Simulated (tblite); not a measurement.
Compound: C3H8OSSi.
Z-matrix (Å and degrees, GFN2-xTB geometry), rows numbered from 1:
```
S 
C   1  1.8324
C   2  1.5306  1  110.25
O   3  1.4030  2  109.65  1   -86.11
Si  4  1.6367  3  115.10  2   -24.53
C   2  1.5249  1  111.29  3  -119.39
H   1  1.3311  2   95.78  3    54.60
H   2  1.0916  1  103.73  3   118.69
H   3  1.0935  2  111.76  1    33.95
H   3  1.0969  2  109.61  1   154.33
H   5  1.4575  4  110.66  3  -110.35
H   5  1.4580  4  107.80  3   123.44
H   6  1.0870  2  110.89  1   -32.46
H   6  1.0908  2  109.39  1  -150.40
```

Method: GFN2-xTB as coded in tblite; computed harmonic values from a numerical Hessian at the method's own geometry, unscaled. Errors from tens to a few hundred cm⁻¹ against measured bands are possible. Modes of hydrogen on silicon and sulfur can be 10 to 20 % off. One conformer, not necessarily the lowest.

Harmonic wavenumbers (cm⁻¹): 96.6, 125.4, 230.7, 303.0, 316.7, 442.4, 483.4, 572.4, 631.2, 637.3, 669.0, 750.4, 782.7, 787.0, 815.2, 857.1, 942.3, 980.5, 1062.3, 1095.2, 1129.8, 1171.9, 1204.5, 1243.1, 1258.0, 1311.2, 1470.8, 1481.4, 2302.1, 2321.6, 2438.3, 2903.3, 2960.0, 2968.7, 2979.9, 3027.3.

A = 4102, B = 1730, C = 1568 MHz; mass 120.007 u (most abundant isotopes); point group C1, symmetry number 1.

**Question.** What is the zero-point energy?

**Answer.** Half the sum of the wavenumbers: 22376 cm⁻¹ = 63.98 kcal/mol.

**Question.** Entropy at 500 K, 1 bar (ideal gas, RRHO, classical rotation)?

**Answer.** Translation 42.86, rotation 29.30, vibration 30.76: S = 102.9 cal/(mol K).

**Question.** And Cp and H(500 K) − H(0)?

**Answer.** Cp = 43.83 cal/(mol K), of which vibrations give 35.88 (their classical limit is 36 R = 71.5); H(500 K) − H(0) = 12.70 kcal/mol without the zero-point energy, 8.72 from vibrations.

**Question.** What must be added to the electronic energy to get the Gibbs energy at 500 K and 1 bar?

**Answer.** ZPE + [H(500 K) − H(0)] − T·S = 63.98 + 12.70 − 51.46 = 25.22 kcal/mol.

**Question.** Which modes carry the vibrational entropy at 500 K?

**Answer.** 96.6 cm⁻¹: 4.54; 125.4 cm⁻¹: 4.02; 230.7 cm⁻¹: 2.84; 303.0 cm⁻¹: 2.32; 316.7 cm⁻¹: 2.24; 442.4 cm⁻¹: 1.64 cal/(mol K); the other 30 give 13.16 together.

**Question.** How do the functions run with temperature in this model?

**Answer.** 
```json
{"T (K)": "150", "S (cal/(mol K))": "68.6", "Cp (cal/(mol K))": "16.9", "H − H(0) (kcal/mol)": "1.76", "G − H(0) (kcal/mol)": "-8.53", "ln q(vib)": "1.12"}
{"T (K)": "250", "S (cal/(mol K))": "79.2", "Cp (cal/(mol K))": "25.4", "H − H(0) (kcal/mol)": "3.87", "G − H(0) (kcal/mol)": "-15.93", "ln q(vib)": "2.52"}
{"T (K)": "298.15", "S (cal/(mol K))": "84.0", "Cp (cal/(mol K))": "29.6", "H − H(0) (kcal/mol)": "5.19", "G − H(0) (kcal/mol)": "-19.86", "ln q(vib)": "3.27"}
{"T (K)": "400", "S (cal/(mol K))": "93.8", "Cp (cal/(mol K))": "37.5", "H − H(0) (kcal/mol)": "8.62", "G − H(0) (kcal/mol)": "-28.92", "ln q(vib)": "4.96"}
{"T (K)": "600", "S (cal/(mol K))": "111.4", "Cp (cal/(mol K))": "48.9", "H − H(0) (kcal/mol)": "17.34", "G − H(0) (kcal/mol)": "-49.48", "ln q(vib)": "8.46"}
{"T (K)": "900", "S (cal/(mol K))": "133.4", "Cp (cal/(mol K))": "59.3", "H − H(0) (kcal/mol)": "33.71", "G − H(0) (kcal/mol)": "-86.31", "ln q(vib)": "13.60"}
```

q(vib) and H(0) count from the zero-point level.

**Question.** Blend soft modes into free rotors: weight 1/[1 + (100 cm⁻¹/ν̃)⁴] for the oscillator and the rest for a rotor with moment μB/(μ + B), μ = h/(8π²ν), B = 10⁻⁴⁴ kg m². What vibrational entropy results?

**Answer.** 29.89 cal/(mol K) in place of 30.76, which changes −T·S at 500 K by +0.43 kcal/mol.

Hindered rotation and anharmonicity are outside this model. Other conformers, if any are populated, would add a mixing term that is left out. The structure is chiral; the term R ln 2 for an equal mix with its mirror image is left out.

On Arm Neoverse V2, one thread, shared host with 96 logical CPUs at a one-minute load of 49, this took 0.34 s. This covers the Hessian and the dipole derivatives.
